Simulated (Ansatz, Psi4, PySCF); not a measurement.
F₂Sn, charge +1, doublet (typed; the unrestricted solution is spin-contaminated), geometry from GFN2-xTB (such geometries of metal compounds can be far from the true shape) (a state made from the parent by changing its charge; the spin is typed, not shown lowest) (core potentials on Sn). Base run: HF/def2-SVP (PySCF).

Here is a job for PySCF.
```python
from pyscf import gto, scf

mol = gto.Mole()
mol.atom = '''
    Sn    0.000000    0.000000    0.000000
    F    -0.000000   -0.000000   -2.208865
    F     0.000000    0.000000    2.208865
'''
mol.basis = 'def2-svp'
mol.ecp = {'Sn': 'def2-svp'}
mol.charge = 1
mol.spin = 1
mol.verbose = 3
mol.build()

mf = scf.UHF(mol)
mf.kernel()
```

The same geometry, method and basis name were run in Ansatz (an electronic-structure program) and Psi4 and PySCF, at each program's defaults and at the settings that a row names. The base is PySCF at its defaults. Differences at the defaults can come from grids, fitting, cores and function types together.

```
code and settings                                                           ΔE vs base (µEh)  basis functions      E (Eh)  SCF cycles
--------------------------------------------------------------------------  ----------------  ---------------  ----------  ----------
PySCF, defaults (exact integrals, spherical functions)                                   0.0               54  -411.70417          11
Psi4, defaults (density fitting with its default set, spherical functions)               207               54  -411.70396          12
Ansatz, defaults (factorised integrals, spherical functions)                             7.8               54  -411.70416           -
PySCF, density fitting with def2-universal-jkfit                                         207               54  -411.70396          11
Psi4, exact integrals, spherical functions                                               0.0               54  -411.70417          14
Ansatz, high accuracy                                                                    0.0               54  -411.70417           -
```

Open shells are given as the SCF converged; they aren't shown to be the lowest states, and a large step between rows can be another state.
